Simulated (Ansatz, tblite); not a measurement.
Spin states of the cluster Na2Sb, each relaxed with PBE0-D4/def2-TZVP in Ansatz. Electronic energies in the gas phase.

In the def2 sets Sb takes a core potential, while STO-3G treats all electrons; there is no spin–orbit coupling. The xTB rows come from tblite. LC-ωPBE has ω = 0.4 bohr⁻¹. Correlated methods freeze 6 core orbitals; core or outer-core shells of Na, Sb are correlated, in sets that lack core-valence functions. The structure comes from a short search, and lower isomers may exist.

Doublet geometry (C2v within 0.1 Å):

```xyz
3

Na   -1.3449    1.2670    1.1414
Na    1.6891   -0.0039   -1.3652
Sb   -0.3442   -1.2630    0.2238
```

Quartet geometry (D∞h within 0.1 Å):

```xyz
3

Na   -2.543   -1.081    1.296
Na    2.543    1.081   -1.294
Sb   -0.001    0.000   -0.001
```

⟨S²⟩: doublet 0.77 at PBE0-D4/def2-TZVP (pure 0.75), quartet 3.76 at PBE0-D4/def2-TZVP (pure 3.75).

Run but left out: HF/def2-TZVP, MP2/def2-TZVP (doublet: ⟨S²⟩ 1.24, where a pure state has 0.75); HF/def2-TZVPP, MP2/def2-TZVPP, CCSD/def2-TZVPP, CCSD(T)/def2-TZVPP (flagged by the program: other roots).

Only these spin states were relaxed.

| level | quartet − doublet (kJ/mol) | lowest of these | remarks |
| --- | --- | --- | --- |
| GFN1-xTB | 264.7 | doublet | – |
| GFN2-xTB | 128.6 | doublet | – |
| HF/STO-3G | 371.9 | doublet | HOMO above zero (doublet), HOMO above zero (quartet) |
| LDA (SPW92)/def2-TZVP | 102.7 | doublet | – |
| PBE-D4/def2-TZVP | 84.0 | doublet | – |
| r2SCAN-D4/def2-TZVP | 78.0 | doublet | – |
| r2SCANh-D4/def2-TZVP | 78.1 | doublet | – |
| PBE0-D4/def2-TZVP | 81.9 | doublet | – |
| BHLYP-D4/def2-TZVP | 84.5 | doublet | – |
| LC-ωPBE/def2-TZVP | 92.4 | doublet | – |
| RPA@PBE/def2-TZVP | 69.2 | doublet | – |

Change of the quartet − doublet gap on mixing in exact exchange, in kJ/mol: PBE to PBE0 (25 % exact exchange) -2.1; r2SCAN to r2SCANh (10 % exact exchange) 0.1.

The xTB methods have no spin-polarisation term.
